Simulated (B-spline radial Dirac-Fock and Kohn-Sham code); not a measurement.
Scattering functions of Tb²⁰⁺

System: terbium as Tb²⁰⁺ in the configuration [Kr] 4d9.

Method: configuration-average Dirac-Fock orbitals. Computed with a radial atomic solver. f₀ is the Fourier transform of the spherical electron density, S the Waller-Hartree incoherent function, and s = sin θ/λ. The electron scattering factor follows from the Mott-Bethe formula f_e = 0.023934 Å⁻¹·(Z − f₀)/s².

| s (Å⁻¹) | f₀ | S | f_e (Å) |
| --- | --- | --- | --- |
| 0 | 45.000 | 0.000 | – |
| 0.07 | 44.750 | 0.210 | 98.911 |
| 0.08 | 44.674 | 0.274 | 76.013 |
| 0.1 | 44.492 | 0.425 | 49.083 |
| 0.12 | 44.272 | 0.608 | 34.452 |
| 0.15 | 43.871 | 0.938 | 22.475 |
| 0.19 | 43.212 | 1.472 | 14.445 |
| 0.23 | 42.422 | 2.102 | 10.215 |
| 0.29 | 41.020 | 3.188 | 6.824 |
| 0.36 | 39.119 | 4.605 | 4.780 |
| 0.44 | 36.709 | 6.323 | 3.498 |
| 0.55 | 33.214 | 8.704 | 2.515 |
| 0.67 | 29.488 | 11.191 | 1.893 |
| 0.83 | 25.120 | 14.257 | 1.386 |
| 1.03 | 20.980 | 17.718 | 0.993 |
| 1.27 | 17.710 | 21.320 | 0.702 |
| 1.56 | 15.126 | 24.791 | 0.491 |
| 1.93 | 12.475 | 28.060 | 0.337 |
| 2.38 | 9.601 | 31.006 | 0.234 |
| 2.94 | 7.024 | 33.786 | 0.161 |
| 3.63 | 5.389 | 36.328 | 0.108 |
| 4.48 | 4.429 | 38.585 | 0.072 |
| 5.53 | 3.523 | 40.491 | 0.048 |

f₀ starts at the number of electrons, 45, and has fallen to half at s ≈ 0.96 Å⁻¹. The sum of ⟨r²⟩ over the electrons is 6.956 bohr². For an ion f_e diverges as s goes to zero, because of the net charge.
